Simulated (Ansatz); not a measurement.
CuSi4⁺, relaxed as a singlet with RKS PBE-D4/def2-SVP in Ansatz, starting from the GFN2-xTB geometry. Force threshold 0.02 eV/Å.

The restricted singlet is unstable towards broken spin symmetry in Hartree–Fock (as tested in another run); at PBE-D4/def2-SVP this wasn't settled. The structure comes from a short search, and lower isomers may exist.

Start:

```xyz
5

Cu    2.899   -3.093   -0.938
Si    1.704   -1.192   -0.814
Si    0.030   -0.025    0.008
Si   -3.121    2.824    1.197
Si   -1.512    1.486    0.547
```

Q: Estimate the energy that the relaxation releases and the steps that it takes.

A: 3.54 eV, in 34 steps; 29 s on 4 threads of Arm Neoverse V2 on a shared host. No frequencies were taken in this run, so the end may be a saddle point.

Q: Does the start keep its bonding and symmetry?

A: Bonds formed: Cu1–Si4, Si2–Si4, Si3–Si4 (atoms count from 1). Point group Cs at the start, Cs at the end, both within 0.05 Å.

Q: Predict the relaxed structure.

A: 
```
atom   x (Å)   y (Å)   z (Å)
 Cu1   0.183  -2.252   0.794
 Si2   1.367  -0.873  -0.679
 Si3   0.534   1.269  -0.926
 Si4  -0.640  -0.153   0.560
 Si5  -1.444   2.009   0.251
```
Bond lengths: 5 × Si–Si 2.31 to 2.47 Å; 2 × Cu–Si 2.27 to 2.34 Å.
